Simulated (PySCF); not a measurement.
**Multinuclear NMR of C₅H₉FN₂Si**

Molfile (atoms numbered from 1):
```
C5H9FN2Si
     RDKit          3D

 18 18  0  0  0  0  0  0  0  0999 V2000
    2.7215   -0.3894   -0.9643 C   0  0  0  0  0  0  0  0  0  0  0  0
    1.3244   -0.9327    0.1769 Si  0  0  0  0  0  4  0  0  0  0  0  0
   -0.0189    0.1679   -0.1371 N   0  0  0  0  0  0  0  0  0  0  0  0
    0.1321    1.1403   -1.0541 N   0  0  0  0  0  0  0  0  0  0  0  0
   -0.9935    1.8129   -1.1002 C   0  0  0  0  0  0  0  0  0  0  0  0
   -1.9036    1.2624   -0.1855 C   0  0  0  0  0  0  0  0  0  0  0  0
   -3.1601    1.6770    0.0550 F   0  0  0  0  0  0  0  0  0  0  0  0
   -1.2573    0.2092    0.4194 C   0  0  0  0  0  0  0  0  0  0  0  0
   -1.7169   -0.7387    1.4627 C   0  0  0  0  0  0  0  0  0  0  0  0
    3.5957   -1.0195   -0.8344 H   0  0  0  0  0  0  0  0  0  0  0  0
    3.0099    0.6384   -0.7654 H   0  0  0  0  0  0  0  0  0  0  0  0
    2.4148   -0.4433   -2.0047 H   0  0  0  0  0  0  0  0  0  0  0  0
    1.6378   -0.8019    1.6046 H   0  0  0  0  0  0  0  0  0  0  0  0
    0.8268   -2.2840   -0.1061 H   0  0  0  0  0  0  0  0  0  0  0  0
   -1.1228    2.6457   -1.7606 H   0  0  0  0  0  0  0  0  0  0  0  0
   -1.0819   -0.6731    2.3452 H   0  0  0  0  0  0  0  0  0  0  0  0
   -1.6763   -1.7627    1.0935 H   0  0  0  0  0  0  0  0  0  0  0  0
   -2.7403   -0.5022    1.7433 H   0  0  0  0  0  0  0  0  0  0  0  0
  1  2  1  0
  2  3  1  0
  3  4  1  0
  4  5  2  0
  5  6  1  0
  6  7  1  0
  6  8  2  0
  8  9  1  0
  8  3  1  0
  1 10  1  0
  1 11  1  0
  1 12  1  0
  2 13  1  0
  2 14  1  0
  5 15  1  0
  9 16  1  0
  9 17  1  0
  9 18  1  0
M  END
```

Computational details: geometry from GFN2-xTB, shielding tensors at PBE0/pcSseg-1 (GIAO), in PySCF 2.14.0 with density-fitted response routines (equivalent nuclei averaged, non-relativistic, isolated molecule, one computed conformer).

**Question.** Where does ¹⁹F resonate?

**Answer.** 
| atoms | environment | σ (ppm) | δ (ppm) |
| --- | --- | --- | --- |
| F7 | aryl fluorine | 363.6 | -182.1 |

Shieldings were converted by a linear fit to measured shifts: ¹⁹F: δ = 146.13 − 0.903σ +14.6 on sp3 carbon (rms 6.0 ppm, 223 shifts, 7.0 ppm with the 5 outliers that the fit left out vs CFCl3, solution or neat liquid). Occasional misses reach two or three times the rms, and more in compound classes unlike the fitted ones.

On a 300 MHz spectrometer ¹⁹F resonates near 282.3 MHz, so 1 ppm is 282.3 Hz.

**Question.** Where does ²⁹Si resonate?

**Answer.** 
```
atoms                  environment  σ (ppm)  δ (ppm)
  Si2  silicon bonded to C, N, 2 H    378.0    -30.7
```

Shieldings were converted by a linear fit to measured shifts: ²⁹Si: δ = 279.94 − 0.822σ (rms 8.9 ppm, 72 shifts, 25.8 ppm with the 6 outliers that the fit left out vs TMS, solution or neat liquid). A few per cent of atoms miss by over 2 rms, more outside the fitted compound classes.

On a 500 MHz spectrometer ²⁹Si resonates near 99.3 MHz, so 1 ppm is 99.3 Hz.

**Question.** Where does ¹⁵N resonate?

**Answer.** 
```tsv
atoms	environment	σ (ppm)	δ (ppm)
N4	pyridine-type nitrogen of an azole	-73.2	-80.6
N3	pyrrole-type ring nitrogen	51.9	-195.9
```

Shieldings were converted by a linear fit to measured shifts: ¹⁵N: δ = -148.07 − 0.921σ (rms 6.3 ppm, 71 shifts vs CH3NO2, solution or neat liquid). A few per cent of atoms miss by over 2 rms, more outside the fitted compound classes.

On a 600 MHz spectrometer ¹⁵N resonates near 60.8 MHz, so 1 ppm is 60.8 Hz.
